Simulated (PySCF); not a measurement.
# How the method changes the shape and vibrations of AlB2H2O

All numbers below are calculated, not measured. The program is PySCF 2.14.0, an open-source quantum chemistry code, run on an isolated molecule that a program drew, which may never have been made. The molecule is AlB2H2O (charge 0, doublet), drawn as the SMILES string `O=B[B][AlH2]`.

The geometry was optimised and harmonic frequencies were computed with HF and MP2, all in the cc-pV(D+d)Z basis, for the commonest isotopes, with a restricted reference for singlets and an unrestricted one otherwise, and a frozen core in MP2. Each result is a local minimum of its method.

Geometry at the HF minimum:
```xyz
6
AlB2H2O, angstrom
O    -0.8186   -0.9631   -1.9855
B    -0.8175   -1.2285   -0.8260
B    -0.8165   -1.6007    0.7991
Al   -0.8193   -2.0713    2.8261
H     0.2747   -3.0684    3.3692
H    -1.9148   -1.4148    3.7507
```

Lengths of the bonds as drawn, in Å (atoms numbered as above):
| bond | HF | MP2 |
|---|---|---|
| O1-B2 | 1.190 | 1.225 |
| B2-B3 | 1.667 | 1.662 |
| B3-Al4 | 2.081 | 2.075 |
| Al4-H5 | 1.577 | 1.577 |
| Al4-H6 | 1.577 | 1.577 |

Rotational constants, in GHz:
| constant | HF | MP2 |
|---|---|---|
| A | 130.7 | 130 |
| B | 1.718 | 1.708 |
| C | 1.696 | 1.686 |

Harmonic frequencies in cm^-1, each column in rising order, so a row needn't be the same motion in every method:
```
rank    HF   MP2
   1    89   101
   2   137   129
   3   389   353
   4   392   388
   5   450   416
   6   574   546
   7   604   579
   8   816     ?
   9   982   971
  10  2004  1926
  11  2006  1977
  12  2132  1987
```

**Estimate the missing MP2 frequency from the HF column.**

A single factor s that minimises the squared misfit of MP2 against s times HF over the other rows is sum(HF x MP2) / sum(HF^2) = 0.9596, with an rms misfit of 27 cm^-1. For rank 8 it gives 0.9596 x 816 = 783 cm^-1. The calculation gives 777 cm^-1, 6 cm^-1 below the estimate. The drawn bonds are on average 0.5 % longer in MP2 than in HF.
